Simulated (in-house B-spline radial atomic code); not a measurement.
Successive ionisation energies of lanthanum; each step leads to the configuration of the next row (after the last: [He] 2s2 2p2). NIST's values go from ground level to ground level; the uncertainty of those that are theory runs from under 0.1 % in few-electron ions to several per cent in heavy many-electron ones. Computed with a B-spline radial code for spherical atoms: non-relativistic Hartree-Fock, average of the configuration, point nuclei.

This level leaves out relativity, spin-orbit splitting included, which matters for heavy ions.

```tsv
ion	configuration	ionisation energy (eV)	tabulated value (eV)	computed minus tabulated (eV)	highest orbital	largest mean radius (bohr)
La40+	[Ne] 3s2 3p5	3017.7	3036	-18	3p	0.27256
La41+	[Ne] 3s2 3p4	3106.8	3133	-26	3p	0.2712
La42+	[Ne] 3s2 3p3	3196.8	3222	-25	3p	0.26986
La43+	[Ne] 3s2 3p2	3287.6	3416	-128	3p	0.26853
La44+	[Ne] 3s2 3p1	?	?	?	?	?
La45+	[Ne] 3s2	3552.0	3704	-152	3s	0.26591
La46+	[Ne] 3s1	?	?	?	?	?
La47+	[He] 2s2 2p6	8631.6	8669	-37	2p	0.11171
La48+	[He] 2s2 2p5	?	?	?	?	?
La49+	[He] 2s2 2p4	9127.3	9184	-57	2p	0.1105
La50+	[He] 2s2 2p3	9379.3	9437	-58	2p	0.10991
```

Task: Fill in the row of La44+.

Result: ionisation energy (eV): 3379.2; tabulated value (eV): 3515; computed minus tabulated (eV): -136; highest orbital: 3p; largest mean radius (bohr): 0.26721.

Task: Fill in the row of La46+.

Result: ionisation energy (eV): 3643.9; tabulated value (eV): 3800; computed minus tabulated (eV): -156; highest orbital: 3s; largest mean radius (bohr): 0.26447.

Task: Fill in the row of La48+.

Result: ionisation energy (eV): 8878.0; tabulated value (eV): 8914; computed minus tabulated (eV): -36; highest orbital: 2p; largest mean radius (bohr): 0.11111.

Task: Where is the largest jump?

Result: From La46+ to La47+, by a factor of 2.37 (3643.9 to 8631.6 eV); the highest orbital goes from 3s to 2p.
